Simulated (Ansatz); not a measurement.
A single point on `C=C[SiH2][NH][GeH3]`.

```yaml
crystal:
  periodic: [false, false, false]
  atoms:
    - {symbol: C, position_ang: [-1.550203, 0.003942, 2.554039]}
    - {symbol: C, position_ang: [-0.723625, 0.565285, 1.674913]}
    - {symbol: Si, position_ang: [0.310288, -0.441143, 0.503547]}
    - {symbol: N, position_ang: [-0.026709, -0.046142, -1.135078]}
    - {symbol: Ge, position_ang: [1.165197, 0.163975, -2.517558]}
    - {symbol: H, position_ang: [-2.157270, 0.587501, 3.241213]}
    - {symbol: H, position_ang: [-1.652008, -1.076068, 2.625602]}
    - {symbol: H, position_ang: [-0.663402, 1.652533, 1.643215]}
    - {symbol: H, position_ang: [0.038217, -1.868707, 0.849427]}
    - {symbol: H, position_ang: [1.763336, -0.175584, 0.687955]}
    - {symbol: H, position_ang: [-0.993975, -0.087494, -1.422331]}
    - {symbol: H, position_ang: [2.511156, 0.552774, -1.893001]}
    - {symbol: H, position_ang: [0.642550, 1.274085, -3.446862]}
    - {symbol: H, position_ang: [1.323447, -1.134157, -3.336383]}
basis:
  gaussian: {orbitals: def2-TZVPP}
hamiltonian: {xc: pbe}
correlation: {method: rpa, frozen_orbitals: {C: 1, Ge: 14, H: 0, "N": 1, Si: 5}}
```

```sh
$ ansatz run in.yaml --threads 2 --pin off --events-out ev --progress --plain --backend cuda
```

Output, abridged:

```
Functional definition: PBE
1821 factors; integrals over basis functions are off by at most 1.1e-3 eV
mean field evaluation 1: about -68072.8840 eV, gradient 9.4e1 eV
mean field evaluation 2: about -68072.8735 eV, gradient 9.4e1 eV
mean field evaluation 4: about -68087.8059 eV, gradient 3.3e1 eV
mean field evaluation 8: about -68090.6317 eV, gradient 7.3e-1 eV
mean field evaluation 16: about -68090.6325 eV, gradient 6.5e-4 eV
mean field -68090.63250066 eV, -2502.2845909108 hartree, gradient 8.9e-6 eV, S^2 0.000000; 0 other end points of the search recorded, 0 dependent functions left out
22 core orbitals not correlated: weight in the atoms' cores, before any rotation towards them, 0.994 or more for the frozen orbitals, at most 0.003 for the correlated occupied ones
reference -68021.11381456 eV, -2499.7298263183 hartree; 15, 15 occupied and 272, 272 virtual orbitals, 1821 factors
Total energy: -68058.34692746 eV, -2501.0981179799 hartree
```

Run time 19 s (2 threads of an AMD EPYC 7R13 on a shared host and a share of an NVIDIA H100 80 GB); peak host memory 1.4 GiB.
